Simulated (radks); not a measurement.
Ta IV, 70 electrons, occupied as [Xe] 4f14 5d2 (the NIST ground configuration). All-electron calculation, non-relativistic Kohn-Sham, LB94 model potential, spin-polarised, spherical densities, point nucleus; open shells are filled with parallel spins first (spin-orbit coupling, left out, can overturn this in heavy ions); relativity is left out, which matters for an element this heavy. Program: a radial shooting solver on a logarithmic mesh with Libxc functionals.

Unscreened Slater integrals over Kohn-Sham orbitals (cm^-1). They are taken over the spin-up orbitals.

integral    value
F0(5d,5d)  110970
F2(5d,5d)   58364
F4(5d,5d)   38701
F0(5d,4f)  142580
F2(5d,4f)   32534
F4(5d,4f)   15148
G1(5d,4f)   12059
G3(5d,4f)   10638
G5(5d,4f)  8316.1
F0(5d,5p)  125620
F2(5d,5p)   62616
G1(5d,5p)   75967
G3(5d,5p)   46863
F0(5d,5s)  129440
G2(5d,5s)   53283
F0(4f,4f)  331890
F2(4f,4f)  160410
F4(4f,4f)  101180
F6(4f,4f)   72946
F0(4f,5p)  184870
F2(4f,5p)   56296
G2(4f,5p)   23209
G4(4f,5p)   19026
F0(4f,5s)  200690
G3(4f,5s)   26129
F0(5p,5p)  149800
F2(5p,5p)   80666
F0(5p,5s)  157010
G1(5p,5s)  107940
F0(5s,5s)  165590

Derived for the open shells (J is the average intra-shell exchange parameter used in DFT+U). 5d: Racah B = F2/49 - 5 F4/441 = 752.3 cm^-1, C = 35 F4/441 = 3071 cm^-1, C/B = 4.08, F4/F2 = 0.663, J = (F2 + F4)/14 = 6933 cm^-1.
